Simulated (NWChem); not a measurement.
System: C₂H₇S cation; SMILES C[SH+]C

The following NWChem deck was run.

```
start job
memory heap 200 mb stack 900 mb global 1100 mb
charge 1
geometry units angstroms noautosym nocenter noautoz
  C      0.543374     0.003381     1.436876
  S     -0.572183     0.045408     0.000000
  C      0.543374     0.003381    -1.436876
  H      1.282623    -0.813176     1.342752
  H     -0.096333    -0.126314     2.331196
  H      1.035242     0.994248     1.476077
  H     -0.977282    -1.265054     0.000000
  H      1.282623    -0.813176    -1.342752
  H     -0.096333    -0.126314    -2.331196
  H      1.035242     0.994248    -1.476077
end
basis spherical
  C library def2-tzvp
  S library def2-tzvp
  H library def2-tzvp
end
dft
  xc bhlyp
  iterations 150
end
tddft
  cis
  ecut -85.0
  nroots 6
  notriplet
end
task tddft energy
```

Geometry: optimised at PBE-D3(BJ)/def2-SVP.

Core excitations by TDA in a window of 1s orbitals, non-relativistic and unshifted: absolute energies depend strongly on the exact-exchange share.

Problem. Give the results of this calculation. (BHandHLYP/def2-TZVP, restricted-window TDA.) Quantities: first 1s excitation (eV); dipole oscillator strength of the first; first state with f > 0.002 (eV); dipole oscillator strength of that state.

Solution. The first 1s excitation (eV) comes out as 2447.4 and the dipole oscillator strength of the first is 0.0067. The first state with f > 0.002 (eV) is 2447.4 and the dipole oscillator strength of that state is 0.0067.
